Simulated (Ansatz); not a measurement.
```yaml
crystal:
  periodic: [false, false, false]
  atoms:
    - {symbol: F, position_ang: [-0.695438, 0.182920, -2.268375]}
    - {symbol: C, position_ang: [-0.363990, -0.759843, -1.317114]}
    - {symbol: C, position_ang: [0.000042, -0.133229, -0.034434]}
    - {symbol: C, position_ang: [0.370446, -0.521925, 1.185597]}
    - {symbol: Si, position_ang: [0.294536, 1.275972, 1.063456]}
    - {symbol: H, position_ang: [-1.225776, -1.423909, -1.188909]}
    - {symbol: H, position_ang: [0.474409, -1.348019, -1.706186]}
    - {symbol: H, position_ang: [0.538782, -1.470681, 1.680506]}
    - {symbol: H, position_ang: [-0.830498, 2.047637, 1.641934]}
    - {symbol: H, position_ang: [1.520686, 2.099977, 0.946525]}
basis:
  gaussian: {orbitals: cc-pVTZ}
total_charge: -1
magnetization: {spin_polarized: true, initial_magnetization: 2}
hamiltonian: {xc: {name: BLYP}}
output: {forces: true}
```

```sh
$ ansatz run in.yaml --threads 4 --pin off --events-out ev --progress --plain --max-ram 10444MiB
```

Question: How does Ansatz answer? (Best estimate.)

Answer: The calculation gave: The program refused the input.
```
Error: a molecule whose nuclei and cores have a total charge of 46 cannot have a net charge of -1 together with 2 unpaired electrons
```
